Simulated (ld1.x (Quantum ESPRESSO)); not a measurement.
What the settings do to the TM semilocal potential of rhenium (Re)

Base potential:

| Property | Result |
| --- | --- |
| Element | Re (Z = 75) |
| Generator | ld1.x (Quantum ESPRESSO) 7.5 |
| Type | norm-conserving Troullier–Martins (semilocal form) |
| Functional | Wu–Cohen |
| Relativity | scalar-relativistic |
| Frozen core | [Xe] 4f14 |
| Valence charge | 7 |
| Reference configuration | 5d6 6s1 6p0 |
| Partial waves | 6s (bound): rc 2.70 bohr; 6p (bound, empty): rc 3.00 bohr; 5d (bound): rc 1.45 bohr |
| Local potential | the d channel |
| Core correction | a·sin(br)/r model core inside 1.30 bohr |

All-electron outer shells of the reference configuration (Wu–Cohen, scalar-relativistic, ld1.x):

| shell | level (eV) | outermost node (bohr) | outermost maximum (bohr) |
| --- | --- | --- | --- |
| 5p | -45.00 | 0.56 | 1.06 |
| 4f | -40.12 | – | 0.41 |
| 6s | -5.34 | 1.25 | 2.61 |
| 5d | -4.03 | 0.62 | 1.45 |
| 6p | -1.00 | 1.50 | 3.74 |

Cutoffs, loose and tight: the cutoffs (Ry, on a coarse ladder) from which the occupation-weighted sum of valence levels, in a spherical-Bessel basis at the reference potential, stays within 10 and 1 mRy of its value at 400 Ry. They do not see the model core or the augmentation charge, which bear on the density cutoff. Test errors are all-electron minus pseudo excitation energies from the reference, over the configurations 5d5 6s2 6p0; 5d5 6s1 6p0; 5d5 6s0 6p0; 5d4 6s2 6p0; 5d5 6s0 6p1; 5d4 6s2 6p1; 5d5 6s0 6p2. A dash means not determined; rows that change the core or the reference have their own tests. The largest error is taken over the tests solved by every variant that gives reliable tests at all: 5d4 6s2 6p0; 5d5 6s0 6p0; 5d5 6s1 6p0; 5d5 6s2 6p0.

A semilocal file is local in each channel, so a ghost entry of none says nothing of the separable form that plane-wave codes build from it.

```tsv
change	outcome	cutoff, loose	cutoff, tight	bound ghosts	largest test error (meV)
base	generated	35 Ry	60 Ry	none	-161
wave 6p (bound): rc 3.00 bohr becomes 6p (bound): rc 1.98 bohr	generated	35 Ry	60 Ry	none	-161
wave 6p (bound): rc 3.00 bohr becomes 6p (bound): rc 2.28 bohr	generated	35 Ry	60 Ry	none	-161
wave 6p (bound): rc 3.00 bohr becomes 6p (bound): rc 2.56 bohr	generated	35 Ry	60 Ry	none	-161
wave 6p (bound): rc 3.00 bohr becomes 6p (bound): rc 2.80 bohr	generated	35 Ry	60 Ry	none	-161
wave 6p (bound): rc 3.00 bohr becomes 6p (bound): rc 3.32 bohr	generated	35 Ry	60 Ry	none	-161
wave 6p (bound): rc 3.00 bohr becomes 6p (bound): rc 3.66 bohr	generated	35 Ry	60 Ry	none	-161
wave 6p (bound): rc 3.00 bohr becomes 6p (bound): rc 3.90 bohr	generated	35 Ry	60 Ry	none	-161
wave 6p (bound): rc 3.00 bohr becomes 6p (bound): rc 4.20 bohr	generated	35 Ry	60 Ry	none	-161
wave 6p (bound): rc 3.00 bohr becomes 6p (bound): rc 4.44 bohr	generated	35 Ry	60 Ry	none	-161
```

Reading the sweep of the p radius (base included, trends over the rows without a ghost): The loose cutoff stays near 35 Ry. The median size of the test errors (rows with all tests solved) stays near 40.3 meV.
